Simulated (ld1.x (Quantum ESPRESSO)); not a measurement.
## Sn (Z = 50): one change to an RRKJ potential, before and after

ld1.x (Quantum ESPRESSO) 7.5 input, shortened:

```
&input
   title='Sn', zed=50., rel=1, dft='PBESOL', iswitch=3,
   config='[Kr] 4d10 5s1.75 5p2.25'
 /
 &inputp
   pseudotype=2, tm=.false., rho0=0.02, lloc=1,
   nlcc=.true., new_core_ps=.true., rcore=1.15
 /
2
5S  1  0   1.75   0.00  2.00  2.00  0.0
5P  2  1   2.25   0.00  1.80  1.80  0.0
 &test
   configts(1)='5s1.75 5p2.25'
 /
```

All-electron outer shells of the reference configuration (PBEsol, scalar-relativistic, ld1.x):

```csv
shell,level (eV),outermost node (bohr),outermost maximum (bohr)
4p,-89.96,0.41,0.79
4d,-26.17,0.39,0.88
5s,-10.82,0.98,2.01
5p,-3.87,1.09,2.55
```

Change: type TM; local potential all-electron potential smoothed inside 1.60 bohr (lloc = -1); rho0 0.

Cutoffs: the cutoffs (Ry, on a coarse ladder) from which the occupation-weighted sum of valence levels, in a spherical-Bessel basis at the reference potential, stays within 10 and 1 mRy of its value at 400 Ry; they do not see the model core or the augmentation charge, which bear on the density cutoff. Errors are all-electron minus pseudo energies relative to the spin-unpolarised reference configuration.

Task: Predict the effect on cutoff, ghosts and configuration errors.

Result: The potential gets softer (35 Ry and 50 Ry → 30 Ry and 50 Ry); the bound ghosts move from s to d, s; of the 7 tests that both files solve, the error grows in 0 and shrinks in 4 by more than 15 % and 0.3 meV (median size 22.6 → 4.7 meV). Several settings change at once here, so the effects cannot be laid on one of them.

| quantity | base | changed |
| --- | --- | --- |
| cutoff, loose | 35 Ry | 30 Ry |
| cutoff, tight | 50 Ry | 50 Ry |
| loose cutoff by channel (10 mRy a level) | s 30 Ry, p 25 Ry | s 15 Ry, p 12 Ry |
| bound ghosts | s | s, d |
| error for 5s2 5p2, meV [ΔE -1.73 eV] | -0.6 | -0.4 |
| error for 5s2 5p1, meV [ΔE 5.17 eV] | -4.9 | -2.3 |
| error for 5s2 5p0, meV [ΔE 19.14 eV] | -61 | -59 |
| error for 5s1 5p2, meV [ΔE 12.86 eV] | -23 | -4.7 |
| error for 5s1 5p0, meV [ΔE 50.15 eV] | -353 | -345 |
| error for 5s0 5p4, meV [ΔE 12.52 eV] | -29 | -13 |
| error for 5s1 5p3, meV [ΔE 5.28 eV] | -6.4 | -4.3 |
| s: phases at 2.21 bohr within 0.05 rad from the reference energy up to (Ry; the scan ends near 5) | to the end of the scan | 4.4 |
| p: phases at 2.21 bohr within 0.05 rad from the reference energy up to (Ry; the scan ends near 5) | 0.9 | 0.1 |

 A true bound ghost makes a file unfit for plane-wave use even where its test errors are small: the radial tests pick states by their node count and pass the ghost by.
